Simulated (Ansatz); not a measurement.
Start from `[SiH3][O][GaH][SiH3]` and change one element to get `[SiH3][O][AlH][SiH3]`.

Ansatz, PBE0-D4/def2-TZVP geometries, multiplicity 1. Each molecule was computed in one conformer, which needn't be the lowest.

Scalar relativity is left out up to krypton.

```
                             property  `[SiH3][O][GaH][SiH3]`
  HOMO energy (B3LYP/def2-TZVPP) / eV                   -7.54
HOMO energy (ωB97M-V/def2-TZVPP) / eV                   -9.81
 HOMO–LUMO gap (PBE0/def2-TZVPP) / eV                    5.90
    LUMO energy (PBE/def2-TZVPP) / eV                   -2.62
HOMO–LUMO gap (B3LYP/def2-TZVPP) / eV                    5.46
  LUMO energy (B3LYP/def2-TZVPP) / eV                   -2.08
```

(1) Give the same properties after the change, and the shifts. (Estimate.)

Answers

(1) Ansatz gave: 
```tsv
property	`[SiH3][O][AlH][SiH3]`	shift
HOMO energy (B3LYP/def2-TZVPP) / eV	-7.38	0.16
HOMO energy (ωB97M-V/def2-TZVPP) / eV	-9.59	0.22
HOMO–LUMO gap (PBE0/def2-TZVPP) / eV	5.95	0.05
LUMO energy (PBE/def2-TZVPP) / eV	-2.38	0.24
HOMO–LUMO gap (B3LYP/def2-TZVPP) / eV	5.58	0.12
LUMO energy (B3LYP/def2-TZVPP) / eV	-1.80	0.28
```

With PBE0 the HOMO rises by 0.17 eV and the LUMO rises by 0.22 eV, so the gap widens by about 0.05 eV. PBE moves the HOMO by 0.13 eV and ωB97M-V by 0.22 eV.

Positive LUMOs are unbound, so they and the gaps depend on the basis.

B3LYP here is the variant with VWN-RPA as its local correlation; programs differ in this.
